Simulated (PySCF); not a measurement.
Compound: C₄H₆BF.
SMILES: `C=C=CCBF`

Torsions of this conformer, `[CH2:1]=[C:2]=[CH:3][CH2:4][BH:5][F:6]`: C2–C3–C4–B5 -121°, C3–C4–B5–F6 168°.

The closed-shell ground state was solved at several levels (PySCF, density fitting, gas phase, non-relativistic). The structure is a single GFN2-xTB conformer in the gas phase; no vibrational or solvent corrections.

| level | basis functions | total energy (Eh) | HOMO (eV) | LUMO (eV) | gap (eV) | dipole (D) |
| --- | --- | --- | --- | --- | --- | --- |
| PBE0/pcSseg-1 | 132 | -280.3608 | -7.26 | -0.68 | 6.58 | 0.77 |
| wB97X-D/def2-SVPD | 171 | -280.4270 | -9.12 | 1.15 | 10.27 | 0.88 |

(1) Estimate the row for B3LYP/pcJ-1, a basis of 222 functions; the other rows only guide the guess.

(2) Over all these levels, which gives the widest orbital gap and which the narrowest?

(3) How far do the dipole and the HOMO energy spread over the levels?

Answers

(1) Total energy -280.7389 Eh, HOMO -7.03 eV, LUMO -0.93 eV, gap 6.10 eV, dipole 0.78 D.

(2) wB97X-D/def2-SVPD (range-separated hybrid) has the widest, 10.27 eV, and B3LYP/pcJ-1 (global hybrid, 20 % exact exchange) the narrowest, 6.10 eV. Functional and basis both differ between the two, so the spread mixes both effects.

(3) The dipole runs from 0.77 to 0.88 D (mean 0.81 D) and the HOMO from -9.12 to -7.03 eV.

Note: wB97X-D ran without an empirical dispersion term, which enters the total energy and its gradient alone.
